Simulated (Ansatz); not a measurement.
Stepwise reaction of `C[SiH](F)F` with hydrogen chloride, as a gas-phase model of exchange steps in deposition or etching. ΔE in kJ/mol; ΔG adds harmonic PBE0-D4 terms to CCSD(T)/CBS, at 1 bar.

Program: Ansatz. Geometries: PBE0-D4/def2-TZVP. ΔE: electronic, gas phase. CBS: MP2 limit from def2 TZ/QZ plus the TZ coupled-cluster correction, frozen cores. This one scheme is used for every species. DFT in def2-TZVPP. B3LYP here is the variant with VWN-RPA as its local correlation; programs differ in this.

```csv
step,reaction,PBE-D4,B3LYP-D4,ωB97M-V,CCSD(T)/CBS,ΔG(400 K)
1,`C[SiH](F)F` + HCl → `C[SiH](F)Cl` + H–F,39.7,49.7,47.9,46.0,51.2
```

(1) Give the row of step 2, `C[SiH](F)Cl` + HCl → `C[SiH](Cl)Cl` + H–F. (Estimate.)

(2) By hand: ΔE of the 2 steps together at CCSD(T)/CBS.

Answers

(1) The calculation gave: 
| step | reaction | PBE-D4 | B3LYP-D4 | ωB97M-V | CCSD(T)/CBS | ΔG(400 K) |
| --- | --- | --- | --- | --- | --- | --- |
| 2 | `C[SiH](F)Cl` + HCl → `C[SiH](Cl)Cl` + H–F | 36.1 | 45.7 | 44.3 | 41.1 | 46.4 |

(2) (46.0) + (41.1) = 87.1 kJ/mol, or 43.5 kJ/mol a step.

In ΔE the steps differ by no more than 4.9 kJ/mol. All are uphill at CCSD(T)/CBS. ΔG lies between 46.4 and 51.2 kJ/mol a step. PBE-D4 differs from CCSD(T)/CBS by -6.3 to -5.0 kJ/mol a step. Isolated molecules leave out the surface, adducts and barriers. Largest T1 diagnostic: 0.011.
